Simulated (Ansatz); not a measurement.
`[CH3][AlH][NH][AlH2]` + H₂O → `[CH3][AlH][OH]` + `[NH2][AlH2]` at 298.15 K and 1 bar (formal hydrolysis of the Al–N bond).

Gas-phase electronic energies from Ansatz, PBE0-D4/def2-TZVP geometries. CCSD(T)/CBS adds triple-zeta CCSD(T) − MP2 to the extrapolated MP2 energy (def2 sets, frozen cores). This one scheme is used for every species. Each species was taken in one conformer, which may not be the lowest.

```tsv
species	CCSD(T)/CBS energy (Eh)	H − E (kJ/mol)	S (J/(mol·K))
`[CH3][AlH][NH][AlH2]`	-581.06085	212.1	360.2
H₂O	-76.37941	66.4	188.7
`[CH3][AlH][OH]`	-358.31021	163.6	305.3
`[NH2][AlH2]`	-299.14566	115.0	251.7
```

H − E and S are ideal-gas, rigid-rotor, harmonic terms from PBE0-D4/def2-TZVP, for one conformer and one mirror image of each species. 1 Eh = 2625.50 kJ/mol, R = 8.31446 J/(mol·K).

Q: By hand: ΔE, ΔH, ΔS and ΔG.

A: ΔE = (-358.31021) + (-299.14566) − (-581.06085) − (-76.37941) = -0.01561 Eh = -41.0 kJ/mol. Δ(H − E) = 163.6 + 115.0 − 212.1 − 66.4 = 0.1, so ΔH = -40.9 kJ/mol. ΔS = 305.3 + 251.7 − 360.2 − 188.7 = 8.1 J/(mol·K). ΔG = -40.9 − 298.15 × (8.1)/1000 = -43.3 kJ/mol.

Q: By hand: the equilibrium constant, and the temperature at which ΔG would vanish if ΔH and ΔS stayed fixed.

A: log₁₀ K = −ΔG/(RT ln 10) = 7.6. ΔH and −TΔS have one sign here, so there is no such temperature.

The number of gas molecules stays the same, so ΔS is small and ΔH decides. A doubt of 5 kJ/mol in ΔE shifts log₁₀ K by 0.9 here. Other conformers and mirror images would add mixing entropy, several J/(mol·K) or more a flexible species. Modes under 60 cm⁻¹, often nearly free rotors, make the harmonic entropy too high. These are equilibria of isolated gas molecules and say nothing of rates. Largest T1 diagnostic: 0.011 (customary marks: 0.02 for closed shells, 0.045 for open ones).

ΔS is within the doubt of such terms, so its sign, and with it that verdict, could turn.
